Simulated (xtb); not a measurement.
xtb input (GFN2-xTB):

```bash
xtb mol.xyz --gfn 2 --sp --chrg -1 --uhf 0
```
mol.xyz:
```
3

B      0.00000000     0.00000000     0.00000000
O     -0.00000000    -0.00000000    -1.26121028
O      0.00000000     0.00000000     1.26121028
```

End of the output:

```
         :::::::::::::::::::::::::::::::::::::::::::::::::::::
         ::                     SUMMARY                     ::
         :::::::::::::::::::::::::::::::::::::::::::::::::::::
         :: total energy              -9.674530930914 Eh    ::
         :: gradient norm              0.024186909645 Eh/a0 ::
         :: HOMO-LUMO gap              8.971485374457 eV    ::
         ::.................................................::
         :: SCC energy                -9.735713239535 Eh    ::
         :: -> isotropic ES            0.274316108717 Eh    ::
         :: -> anisotropic ES          0.002898773015 Eh    ::
         :: -> anisotropic XC         -0.001471641554 Eh    ::
         :: -> dispersion             -0.000959437510 Eh    ::
         :: repulsion energy           0.061182308620 Eh    ::
         :: add. restraining           0.000000000000 Eh    ::
         :: total charge              -1.000000000000 e     ::
         :::::::::::::::::::::::::::::::::::::::::::::::::::::

           -------------------------------------------------
          |                Property Printout                |
           -------------------------------------------------

    * Orbital Energies and Occupations

         #    Occupation            Energy/Eh            Energy/eV
      -------------------------------------------------------------
         1        2.0000           -0.3912367             -10.6461
         2        2.0000           -0.3887448             -10.5783
         3        2.0000           -0.2424301              -6.5969
         4        2.0000           -0.2108630              -5.7379
         5        2.0000           -0.2108630              -5.7379
         6        2.0000           -0.1902538              -5.1771
         7        2.0000           -0.1469362              -3.9983
         8        2.0000           -0.1469362              -3.9983 (HOMO)
         9                          0.1827598               4.9731 (LUMO)
        10                          0.1827598               4.9731
        11                          0.4475780              12.1792
        12                          1.4180349              38.5867
      -------------------------------------------------------------
                  HL-Gap            0.3296960 Eh            8.9715 eV
             Fermi-level            0.0179118 Eh            0.4874 eV

     #   Z          covCN         q      C6AA      α(0)
     1   5 B        1.578     0.453    32.961    12.099
Note: The following floating-point exceptions are signalling: IEEE_DENORMAL
normal termination of xtb
     2   8 O        0.789    -0.726    29.484     7.278
     3   8 O        0.789    -0.726    29.484     7.278

 Mol. C6AA /au·bohr⁶  :        266.856178
 Mol. C8AA /au·bohr⁸  :       6981.658310
 Mol. α(0) /au        :         26.655123

Wiberg/Mayer (AO) data.
largest (>0.10) Wiberg bond orders for each atom

 ---------------------------------------------------------------------------
     #   Z sym  total        # sym  WBO       # sym  WBO       # sym  WBO
 ---------------------------------------------------------------------------
     1   5 B    3.424 --     2 O    1.712     3 O    1.712
     2   8 O    1.886 --     1 B    1.712     3 O    0.174
     3   8 O    1.886 --     1 B    1.712     2 O    0.174
 ---------------------------------------------------------------------------

Topologies differ in total number of bonds
Writing topology from bond orders to xtbtopo.mol

molecular dipole:
                 x           y           z       tot (Debye)
 q only:        0.000       0.000       0.000
   full:        0.000       0.000       0.000       0.000
molecular quadrupole (traceless):
                xx          xy          yy          xz          yz          zz
 q only:        4.126       0.000       4.126       0.000       0.000      -8.251
  q+dip:        4.443       0.000       4.443       0.000       0.000      -8.885
   full:        5.080      -0.000       5.080       0.000       0.000     -10.160

           -------------------------------------------------
          | TOTAL ENERGY               -9.674530930914 Eh   |
          | GRADIENT NORM               0.024186909645 Eh/α |
          | HOMO-LUMO GAP               8.971485374457 eV   |
           -------------------------------------------------

------------------------------------------------------------------------
------------------------------------------------------------------------
 total:
 SCF:
```

This state (charge -1, singlet) is run at the relaxed geometry of the species with charge 0 and multiplicity 2.
